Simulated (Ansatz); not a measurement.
An input meant for (HZn-mu-F)2 (Zn2H2F2) (charge 0, singlet).

```yaml
crystal:
  periodic: [false, false, false]
  atoms:
    - {symbol: Zn, position_ang: [1.448280, 0.102752, 0.218775]}
    - {symbol: H, position_ang: [2.944080, 0.210906, 0.444135]}
    - {symbol: F, position_ang: [-0.105024, -0.700227, 1.025720]}
    - {symbol: Zn, position_ang: [-1.448557, -0.102048, -0.217800]}
    - {symbol: H, position_ang: [-2.944812, -0.205777, -0.441511]}
    - {symbol: F, position_ang: [0.106034, 0.694383, -1.029319]}
basis:
  gaussian: {orbitals: def2-mTZVP, final_grid: {core_spheres: 8, valence_spheres: 7, degree: 23}}
magnetization: {spin_polarized: true, initial_magnetization: 1}
hamiltonian: {xc: {name: B97}}
scf: {lower_state_search: full}
output: {forces: true}
```

```sh
$ ansatz run in.yaml --threads 2 --pin off --events-out ev --progress --plain --max-ram 4352MiB
```

(1) Predict how Ansatz answers.

Answers

(1) The program refused the input. The number of unpaired electrons doesn't fit the electron count.
```
Error: a molecule whose nuclei and cores have a total charge of 80 cannot have a net charge of 0 together with 1 unpaired electrons
```
